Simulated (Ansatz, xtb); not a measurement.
**A geometry optimisation of BrClHSi2+ with r2SCAN-D4/def2-SVP**

The starting geometry of this gas-phase singlet has its atoms placed at random.

```xyz
5

Br    1.0753    0.8485    0.9550
Cl   -0.2939   -0.5339    1.0124
Si    0.0437   -0.3579   -0.9895
Si   -1.0475    1.1844    0.2724
H    -1.3932   -0.6295    0.1760
```

**Question.** Guess where an optimisation with r2SCAN-D4/def2-SVP ends from this start.

**Answer.** It ends as a structure with Br1 bridging Si3 and Si4, given below by its coordinates. Distances that change by over a tenth: Cl2–Si3 (2.04 → 2.75 Å). Contacts that open: Br1–Cl2 (1.95 → 3.54 Å), Cl2–Si4 (2.02 → 3.22 Å).

The energy falls by 10.14 eV over 20 steps:

| step | E − E(last) (eV) |
| --- | --- |
| 1 | 10.137 |
| 3 | 2.975 |
| 5 | 0.864 |
| 7 | 0.265 |
| 9 | 0.070 |
| 12 | 0.001 |
| 14 | 0.001 |
| 16 | 0.000 |
| 18 | 0.000 |
| 20 | 0.000 |

Final geometry (Å):

```csv
atom,x (Å),y (Å),z (Å)
Br,1.5655,1.3351,0.6572
Cl,-0.9347,-1.1247,1.1260
Si,0.3974,0.0060,-1.0012
Si,-0.6802,1.9296,0.1305
H,-1.9637,-1.6344,0.5136
```

From the same start GFN2-xTB reaches the same bonding as this run.

From so rough a start the end depends on the optimiser's path, so another program may land elsewhere. No frequencies were run, so the end isn't proven a minimum. Run with Ansatz 0.2.0, 37 s on 2 threads of Intel(R) Xeon(R) Platinum 8375C CPU @ 2.90GHz (Ice Lake) (shared host).
